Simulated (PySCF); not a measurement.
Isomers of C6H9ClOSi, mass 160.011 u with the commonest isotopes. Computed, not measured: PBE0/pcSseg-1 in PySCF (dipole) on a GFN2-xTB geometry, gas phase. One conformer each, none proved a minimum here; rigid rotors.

Question: Order these by radius of gyration √(Σ m r²/M), largest first.
A. `[CH2:1]=[C:2]([Cl:3])[C@H:4]1[CH2:5][CH2:6][C:7](=[O:8])[SiH2:9]1` with C1–C2–C4–C5 3°, C2–C4–C5–C6 168°, C4–C5–C6–C7 -45°, C5–C6–C7–O8 -155°, C6–C7–Si9–C4 0°
B. `[CH2:1]=[C:2]([Cl:3])[C@@H:4]1[SiH2:5][CH2:6][CH2:7][C:8]1=[O:9]` with C1–C2–C4–Si5 -131°, C2–C4–Si5–C6 -110°, C4–Si5–C6–C7 11°, Si5–C6–C7–C8 -29°, C6–C7–C8–O9 -140°
C. `[CH2:1]=[CH:2][CH2:3][O:4][C:5]1=[C:6]([SiH2:7][Cl:8])[CH2:9]1` with C1–C2–C3–O4 -139°, C2–C3–O4–C5 70°, C3–O4–C5–C6 3°, C5–C6–Si7–Cl8 118°
D. `[O:1]=[CH:2][C:3]1=[CH:4][SiH2:5][C@H:6]1[CH2:7][CH2:8][Cl:9]` with O1–C2–C3–C4 -176°, Si5–C6–C7–C8 -71°, C6–C7–C8–Cl9 -62°

Answer: C (2.543 Å), D (2.422 Å), A (2.357 Å), B (2.073 Å).

Question: Order these by out-of-plane moment Σ m c² = (Ia + Ib − Ic)/2, largest first.
A. `[CH2:1]=[C:2]([Cl:3])[C@@H:4]1[SiH2:5][CH2:6][CH2:7][C:8]1=[O:9]` with C1–C2–C4–Si5 -131°, C2–C4–Si5–C6 -110°, C4–Si5–C6–C7 11°, Si5–C6–C7–C8 -29°, C6–C7–C8–O9 -140°
B. `[CH2:1]=[C:2]([Cl:3])[C@H:4]1[CH2:5][CH2:6][C:7](=[O:8])[SiH2:9]1` with C1–C2–C4–C5 3°, C2–C4–C5–C6 168°, C4–C5–C6–C7 -45°, C5–C6–C7–O8 -155°, C6–C7–Si9–C4 0°
C. `[CH2:1]=[CH:2][CH2:3][O:4][C:5]1=[C:6]([SiH2:7][Cl:8])[CH2:9]1` with C1–C2–C3–O4 -139°, C2–C3–O4–C5 70°, C3–O4–C5–C6 3°, C5–C6–Si7–Cl8 118°
D. `[O:1]=[CH:2][C:3]1=[CH:4][SiH2:5][C@H:6]1[CH2:7][CH2:8][Cl:9]` with O1–C2–C3–C4 -176°, Si5–C6–C7–C8 -71°, C6–C7–C8–Cl9 -62°

Answer: A (125.48 u·Å²), C (55.06 u·Å²), D (45.93 u·Å²), B (28.43 u·Å²).

Question: Order these by dipole moment, smallest first.
A. `[CH2:1]=[CH:2][CH2:3][O:4][C:5]1=[C:6]([SiH2:7][Cl:8])[CH2:9]1` with C1–C2–C3–O4 -139°, C2–C3–O4–C5 70°, C3–O4–C5–C6 3°, C5–C6–Si7–Cl8 118°
B. `[O:1]=[CH:2][C:3]1=[CH:4][SiH2:5][C@H:6]1[CH2:7][CH2:8][Cl:9]` with O1–C2–C3–C4 -176°, Si5–C6–C7–C8 -71°, C6–C7–C8–Cl9 -62°
C. `[CH2:1]=[C:2]([Cl:3])[C@@H:4]1[SiH2:5][CH2:6][CH2:7][C:8]1=[O:9]` with C1–C2–C4–Si5 -131°, C2–C4–Si5–C6 -110°, C4–Si5–C6–C7 11°, Si5–C6–C7–C8 -29°, C6–C7–C8–O9 -140°
D. `[CH2:1]=[C:2]([Cl:3])[C@H:4]1[CH2:5][CH2:6][C:7](=[O:8])[SiH2:9]1` with C1–C2–C4–C5 3°, C2–C4–C5–C6 168°, C4–C5–C6–C7 -45°, C5–C6–C7–O8 -155°, C6–C7–Si9–C4 0°

Answer: C (2.30 D), D (2.55 D), A (3.00 D), B (3.96 D).

```csv
SMILES,point group,Ia (u·Å²),Ib (u·Å²),Ic (u·Å²),κ,μa (D),μb (D),μc (D)
C=C(Cl)[C@H]1CCC(=O)[SiH2]1,C1,210.55,706.54,860.24,-0.86,1.19,2.18,0.59
C=C(Cl)[C@@H]1[SiH2]CCC1=O,C1,337.53,475.42,561.99,-0.45,0.56,2.11,0.73
C=CCOC1=C([SiH2]Cl)C1,C1,292.35,797.12,979.35,-0.81,2.69,1.31,0.23
O=CC1=C[SiH2][C@H]1CCCl,C1,335.76,649.08,892.99,-0.55,1.68,3.27,1.47
```
